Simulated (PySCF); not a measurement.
Vertical excitations of a molecule C2H5O, multiplicity 2 from TDA-LC-ωPBE/def2-SVPD run with PySCF, as energy in eV (oscillator strength): 5.36 (0.027), 6.13 (0.002), 6.55 (0.023), 6.77 (0.003), 6.98 (0.031), 7.07 (0.021), 7.55 (0.026), 7.70 (0.018), 8.06 (0.011), 8.47 (0.052). Geometry: B3LYP-D3(BJ)/def2-TZVP. Other conformers were not sampled.

Task: Pick the molecule that these values belong to.
A) C[CH]O
B) CC[O]
C) [CH2]OC
D) [CH2]CO

Result: C, [CH2]OC
